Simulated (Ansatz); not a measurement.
(NaSH)2 ring (Na2H2S2). Total charge 0; singlet. Geometry PBE0-D4/def2-SVP; atoms count from 1.

Cartesian coordinates in Å:
```
Na 0.945 -0.332 -1.251
S -1.704 -0.154 -1.247
Na -0.946 0.329 1.251
S 1.703 0.154 1.246
H -1.812 1.128 -1.667
H 1.814 -1.125 1.668
```

Q: Estimate the Mulliken populations from the PBE0/def2-TZVP orbitals of Ansatz.

A: 
| atom | charge (e) |
| --- | --- |
| Na1 | 0.57 |
| S2 | -0.71 |
| Na3 | 0.57 |
| S4 | -0.71 |
| H5 | 0.14 |
| H6 | 0.14 |
Mulliken values depend strongly on the basis.

Q: And the Mayer bond orders between heavy atoms (over 0.3)?

A: Na1–S2 0.38 (2.65 Å); Na1–S4 0.38 (2.65 Å); S2–Na3 0.38 (2.65 Å); Na3–S4 0.38 (2.65 Å).
